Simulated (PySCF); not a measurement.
# Calculated properties of tetrahydropyran-4-one (`O=C1CCOCC1`)

Tetrahydropyran-4-one, C5H8O2.
Numbering: `[O:1]=[C:2]1[CH2:3][CH2:4][O:5][CH2:6][CH2:7]1` (hydrogens: H8, H9 on C3; H10, H11 on C4; H12, H13 on C6; H14, H15 on C7)

Among its groups: ketone and ether.

From GFN2-xTB geometry:

| Item | Value |
| --- | --- |
| Point group of the GFN2-xTB geometry | Cs |
| Rotational constants A, B, C of the GFN2-xTB geometry | 4.562, 2.581, 1.853 GHz |

**PBE0/pcSseg-1 ground state and GIAO shieldings, non-relativistic (PySCF)**

| Quantity | Value |
| --- | --- |
| Dipole moment | 1.78 D |
| HOMO energy | -7.20 eV |
| LUMO energy | -0.57 eV |
| HOMO–LUMO gap | 6.63 eV |
| Lowest Hirshfeld atomic charge | -0.24 e on O1 |
| Highest Hirshfeld atomic charge | +0.16 e on C2 |
| 13C chemical shifts (computed TMS as zero) by class | 210.0 (C2), 73.5 (C4/C6), 47.7 (C3/C7) ppm |
| 1H chemical shifts (computed TMS as zero) by class | 4.10 (H10/H11/H12/H13), 2.33 (H8/H9/H14/H15) ppm |
| Isotropic shieldings of nuclei other than C and H, by class | -339 (O1), 279 (O5) ppm |
| Mayer bond orders between heavy atoms | O1–C2 2.04, C2–C3 0.98, C3–C4 1.01, C4–O5 0.94, O5–C6 0.94, C6–C7 1.01, C7–C2 0.98 |

Monoisotopic mass (most abundant isotopes): 100.0524 u.

The rotational constants make it an asymmetric top with κ = (2B − A − C)/(A − C) = -0.46, nearer the prolate limit (−1). With B = h/(8π²I), that is 505.379 GHz u Å² over I, the principal moments of inertia are 110.8, 195.8 and 272.7 u Å² (most abundant isotopes); the inertial defect Ic − Ia − Ib is -33.9 u Å² (zero for a rigid planar frame, negative otherwise). A dipole of 1.78 D is allowed in Cs, and pure rotational transitions are dipole-allowed. The dipole equals about 6.0 × 10⁻³⁰ C·m (1 D = 3.33564 × 10⁻³⁰ C·m).

One conformer (not necessarily the lowest) at the GFN2-xTB geometry, without solvent or vibrations. NMR classes are plain means over equivalent atoms (diastereotopic ones count apart unless rotation or inversion swaps them), as if these changed places fast; in this geometry the members of some classes differ.
